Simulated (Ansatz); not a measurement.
A made-up structure of ZnBH₂F, singlet:

```
5
angstrom
B -0.6480 0.4695 -0.4444
Zn 0.7920 -0.5701 0.5452
F 2.0378 -1.4748 1.3982
H 1.7401 -1.7549 0.7410
H -0.6632 1.6648 -0.4556
```

It is relaxed with PBE-D4/def2-SVP and then PBE0-D4/def2-TZVP (Ansatz 0.2.0). Atoms count as bonded within 1.22 times the sum of their covalent radii (H–H: 0.88 Å). The end point is not checked to be a true minimum.

Q: Does its bonding change? (A judgement: the text doesn't fix the answer.)

A: By the calculation: Yes. Formed: none; broken: Zn2–F3, Zn2–H4.

Where it ends: The first stage lowers the energy by 3.88 eV in 12 steps. It ends as a complex of ZnBH ([BH][Zn]) + HF:
B1  (-1.171, 0.884, -0.051)
Zn2  (0.874, 0.036, -0.052)
F3  (1.887, -2.062, 1.443)
H4  (2.769, -2.311, 1.331)
H5  (-1.101, 1.787, -0.887)
(Å)

Labels in which every atom is bracketed show which atoms are joined, not bond orders.

For scale, one of the runs: PBE0-D4/def2-TZVP relaxation, 122 basis functions, launched by `ansatz run in.yaml --threads 2 --pin off --events-out ev --progress --plain --max-ram 4352MiB`. The run took about 17 s on 2 CPU threads of an Intel Xeon 6975P-C (shared host).
